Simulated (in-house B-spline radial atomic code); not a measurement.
A run on an ion of nuclear charge 51 with 51.4 electrons that did not converge. Method: scalar-relativistic (X2C) LC-wPBE, spin-polarised, spherical fractional occupations, Fermi nucleus of rms radius 4.6802 fm; computed with an all-electron radial atomic-structure program (B-spline basis).

Command:
```bash
python run_scf.py task.json out
```
Settings (nuclear radius in fm, mass in u):
```
Z                51
configuration    [Kr] 4d10 5s2 5p3.4
hamiltonian      x2c
method           lc_wpbe
spin_polarised   True
nucleus          fermi
rms_radius       4.6802
atomic_mass      120.90381
speed_of_light   137.035999084
```

First and last ten iterations of the last attempt (damped for 15 steps, keeping 80 % of the old Fock matrix, then DIIS):
```
 iter        energy (Eh)    residual
    1       -6478.286983    4.62e-01
    2       -6478.957002    1.97e-01
    3       -6479.768143    1.26e-01
    4       -6480.110458    7.92e-02
    5       -6480.252271    4.94e-02
    6       -6480.310336    3.05e-02
    7       -6480.334070    1.87e-02
    8       -6480.343883    1.15e-02
    9       -6480.348081    8.68e-03
   10       -6480.349993    6.66e-03
  111       -6480.355673    8.54e-05
  112       -6480.355692    7.95e-05
  113       -6480.355700    2.32e-05
  114       -6480.355696    4.43e-05
  115       -6480.355698    5.70e-05
  116       -6480.355700    3.98e-05
  117       -6480.355698    4.46e-05
  118       -6480.355697    5.03e-05
  119       -6480.355695    3.90e-05
  120       -6480.355699    2.96e-05
 not converged after 120 iterations
```

The smallest residual met was 2.3e-05; the threshold is about 5e-07. Over the last five steps the energy moves by less than 9e-06 hartree, but the orbitals didn't meet the threshold. Cost of the run: 43 s on 1 thread of Arm Neoverse V1 (shared host).
